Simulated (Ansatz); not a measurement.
A nudged elastic band was laid between two geometries of CH4BBrFN (9 atoms, charge 0, multiplicity 1).

The calculation used RKS PBE0/def2-SVP (Ansatz).

```yaml
movable_images: 9
climbing_image: yes
spring: 5.0 eV/Å²
optimiser: quadratic models (default)
start_path: through a guess of the saddle point
force_threshold: 0.03 eV/Å
iteration_limit: 56
end_points: relaxed
```

Initial state:

```xyz
9
Properties=species:S:1:pos:R:3
B 0.015 -1.305 -0.247
Br 1.072 -2.659 -1.135
N 0.423 0.022 -0.253
C -0.274 1.122 0.371
H 1.284 0.258 -0.731
F -1.105 -1.683 0.362
H 0.342 1.611 1.143
H -1.186 0.746 0.854
H -0.571 1.888 -0.364
```

Final state:

```xyz
9
Properties=species:S:1:pos:R:3
B -0.965 -1.357 0.351
Br 2.294 -0.965 -1.591
N -0.524 -0.193 0.289
C -0.197 1.177 0.334
H 1.091 -0.786 -0.812
F -1.389 -2.577 0.393
H 0.768 1.344 0.840
H -0.964 1.752 0.878
H -0.115 1.604 -0.680
```

Problem. What changes between the two ends?

Solution. Bonds broken: B1–Br2, N3–H5. Bonds formed: Br2–H5. CH4BBrFN becomes BrH + CH3BFN.

Problem. What energy profile does the band end with?

Solution. The forces met the threshold. The highest image is number 6 of 0 to 10, 3.05 eV above the first end and 0.38 eV above the last; the last end lies 2.67 eV above the first. A vibrational analysis at the climbing image gives one clearly imaginary mode, 916i cm⁻¹: a first-order saddle point. The orbitals stay closed-shell, which can raise the energy where a bond breaks towards radicals; this wasn't checked here.

| image | path coordinate (Å) | energy (eV) | B1–Br2 (Å) | N3–H5 (Å) | Br2–H5 (Å) |
| --- | --- | --- | --- | --- | --- |
| 0 | 0.00 | 0.00 | 1.93 | 1.01 | 2.95 |
| 1 | 0.39 | 0.07 | 1.94 | 1.01 | 2.78 |
| 2 | 0.78 | 0.26 | 1.96 | 1.01 | 2.59 |
| 3 | 1.17 | 0.59 | 1.99 | 1.01 | 2.37 |
| 4 | 1.56 | 1.23 | 2.14 | 1.02 | 2.11 |
| 5 | 1.96 | 2.37 | 2.50 | 1.10 | 1.90 |
| 6 | 2.35 | 3.05 | 2.83 | 1.36 | 1.65 |
| 7 | 2.78 | 2.80 | 3.15 | 1.79 | 1.48 |
| 8 | 3.21 | 2.70 | 3.47 | 2.06 | 1.45 |
| 9 | 3.64 | 2.68 | 3.66 | 2.06 | 1.44 |
| 10 | 4.07 | 2.67 | 3.81 | 2.04 | 1.44 |

Problem. What is the geometry of the highest image?

Solution. 
```xyz
9
Properties=species:S:1:pos:R:3
B -0.534 -1.307 0.096
Br 1.800 -1.803 -1.430
N -0.090 -0.103 0.037
C -0.238 1.278 0.375
H 0.957 -0.586 -0.693
F -1.082 -2.454 0.228
H 0.623 1.622 0.968
H -1.153 1.460 0.958
H -0.283 1.893 -0.538
```

Problem. What are the harmonic wavenumbers there?

Solution. 916i, 78, 97, 151, 158, 419, 422, 483, 790, 790, 1112, 1142, 1254, 1350, 1445, 1468, 1476, 2088, 3055, 3147, 3157 cm⁻¹.

The run took 4.6 min on 2 threads of Arm Neoverse V1, with other jobs on the host, peak memory 0.26 GiB.
